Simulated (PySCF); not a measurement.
## Computed properties of Sb(F)2(OMe) (CH₃F₂OSb), SMILES [F][Sb]([F])[O]C

Sb(F)2(OMe) (CH₃F₂OSb), SMILES [O](C)[Sb]([F])[F]. Coordinates come from a B3LYP-D3(BJ)/def2-SVP optimisation. The structure was generated by enumeration; whether it is a known compound was not checked. The def2 effective core potentials stand for the cores of Sb; spin–orbit coupling is left out. Other conformers were not sampled. All values are computed for the isolated molecule unless a solvent is named; none is compared with measurement here.

**Structure.** The optimised structure has Cs symmetry. All 18 harmonic modes at B3LYP-D3(BJ)/def2-SVP (PySCF) are real, so it is a minimum. With heavy atoms numbered as in [Sb:1]([F:2])([F:3])[O:4][CH3:5], the shortest bond between them is O4–C5 at 1.423 Å and the longest Sb1–O4 at 1.962 Å.

**Vibrations.** The strongest infrared lines (harmonic, unscaled, degenerate partners summed) lie at 1074 cm⁻¹ (224 km/mol, O 52 %, C 45 %), 619 cm⁻¹ (72 km/mol, F 86 %, Sb 14 %), 571 cm⁻¹ (64 km/mol, O 68 %, Sb 14 %, C 11 %). The softest mode is at 51 cm⁻¹ and the zero-point energy is 28.4 kcal/mol.

**Electronic structure.** HF/def2-TZVP (PySCF) places the frontier levels at -12.09 and 1.37 eV, a gap of 13.46 eV, and gives a dipole moment of 2.58 D and a mean polarisability of 46.9 bohr³. PBE/def2-TZVP (PySCF) at the same geometry gives -6.91 and -2.25 eV, so its gap is 8.80 eV narrower. An orbital gap is neither the optical nor the fundamental gap.

**Excitations.** TDA-PBE0/def2-SVPD (PySCF) has S1 at 5.76 eV (215 nm, f = 0.000, dark); the most intense of the 10 singlets computed lies at 7.93 eV (f = 0.32). T1 (TDA) is at 5.27 eV, 0.49 eV under S1. TDA-PBE/def2-SVPD (PySCF) puts S1 at 4.84 eV. No vertical singlet excitation falls in the visible range (under 3.1 eV).
